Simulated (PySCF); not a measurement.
Isomers of CH10N2OSi3, one GFN2-xTB conformer each. Single-point energies are computed at PBE0/pcSseg-1 (PySCF, gas phase, no added dispersion term), electronic only.

```tsv
SMILES	GFN2-xTB relative energy (kcal/mol)
N[SiH2]O[Si@@H]1CN[SiH2]1	13.6
N[SiH2][SiH2][SiH2]C(N)=O	89.0
C=NN[SiH2][SiH2]O[SiH3]	27.3
NC(=O)[SiH2][SiH2]N[SiH3]	62.5
C[Si@@H]1N[Si@H](O)N[SiH2]1	0.0
```

Conformers: `[NH2:1][SiH2:2][O:3][Si@@H:4]1[CH2:5][NH:6][SiH2:7]1` with H–N1–Si2–O3 -179° and 43°, N1–Si2–O3–Si4 68°, Si2–O3–Si4–C5 108°; `[NH2:1][SiH2:2][SiH2:3][SiH2:4][C:5]([NH2:6])=[O:7]` with H–N1–Si2–Si3 43° and -178°, N1–Si2–Si3–Si4 4°, Si2–Si3–Si4–C5 -58°, Si3–Si4–C5–N6 -135°, Si4–C5–N6–H -179° and -2°; `[CH2:1]=[N:2][NH:3][SiH2:4][SiH2:5][O:6][SiH3:7]` with C1–N2–N3–Si4 -177°, N2–N3–Si4–Si5 -7°, N3–Si4–Si5–O6 -179°; `[NH2:1][C:2](=[O:3])[SiH2:4][SiH2:5][NH:6][SiH3:7]` with H–N1–C2–O3 -1° and -179°, N1–C2–Si4–Si5 172°, C2–Si4–Si5–N6 -15°, Si4–Si5–N6–Si7 -173°; `[CH3:1][Si@@H:2]1[NH:3][Si@H:4]([OH:5])[NH:6][SiH2:7]1` with N3–Si4–O5–H -56°, C1–Si2–N3–Si4 -140°, Si2–N3–Si4–O5 141°, N3–Si4–N6–Si7 -14°, Si4–N6–Si7–Si2 6°.

**Question.** What does PBE0/pcSseg-1 give for the same structures?

**Answer.** 
```json
{"SMILES": "C[Si@@H]1N[Si@H](O)N[SiH2]1", "PBE0/pcSseg-1 E (Eh)": "-1096.81750", "PBE0/pcSseg-1 (kcal/mol)": "0.0", "GFN2-xTB (kcal/mol)": "0.0", "point group": "C1"}
{"SMILES": "N[SiH2]O[Si@@H]1CN[SiH2]1", "PBE0/pcSseg-1 E (Eh)": "-1096.74285", "PBE0/pcSseg-1 (kcal/mol)": "46.8", "GFN2-xTB (kcal/mol)": "13.6", "point group": "C1"}
{"SMILES": "NC(=O)[SiH2][SiH2]N[SiH3]", "PBE0/pcSseg-1 E (Eh)": "-1096.69674", "PBE0/pcSseg-1 (kcal/mol)": "75.8", "GFN2-xTB (kcal/mol)": "62.5", "point group": "C1"}
{"SMILES": "N[SiH2][SiH2][SiH2]C(N)=O", "PBE0/pcSseg-1 E (Eh)": "-1096.68778", "PBE0/pcSseg-1 (kcal/mol)": "81.4", "GFN2-xTB (kcal/mol)": "89.0", "point group": "C1"}
{"SMILES": "C=NN[SiH2][SiH2]O[SiH3]", "PBE0/pcSseg-1 E (Eh)": "-1096.67124", "PBE0/pcSseg-1 (kcal/mol)": "91.8", "GFN2-xTB (kcal/mol)": "27.3", "point group": "C1"}
```

Both levels put the same isomer lowest; measured from each level's own lowest isomer, the values differ by up to 64.5 kcal/mol (C=NN[SiH2][SiH2]O[SiH3]: 27.3 against 91.8). As drawn, the lowest has an O–H bond and an Si–C bond, which the highest lacks; the highest has a C=N bond and an N–N linkage, which the lowest lacks.

**Question.** Which frontier levels, dipoles and rotational constants go with these structures?

**Answer.** 
```tsv
SMILES	HOMO (eV, PBE0/pcSseg-1)	LUMO (eV)	dipole (D)	A, B, C (MHz)
C[Si@@H]1N[Si@H](O)N[SiH2]1	-7.14	-0.10	1.79	2162, 1139, 845.8
N[SiH2]O[Si@@H]1CN[SiH2]1	-6.43	-0.04	1.39	3059, 759.9, 691.4
NC(=O)[SiH2][SiH2]N[SiH3]	-7.09	-0.54	3.65	2498, 729.5, 581.7
N[SiH2][SiH2][SiH2]C(N)=O	-6.92	-0.80	3.16	2173, 874.4, 688.9
C=NN[SiH2][SiH2]O[SiH3]	-6.65	-0.59	1.77	4366, 560.6, 506.1
```
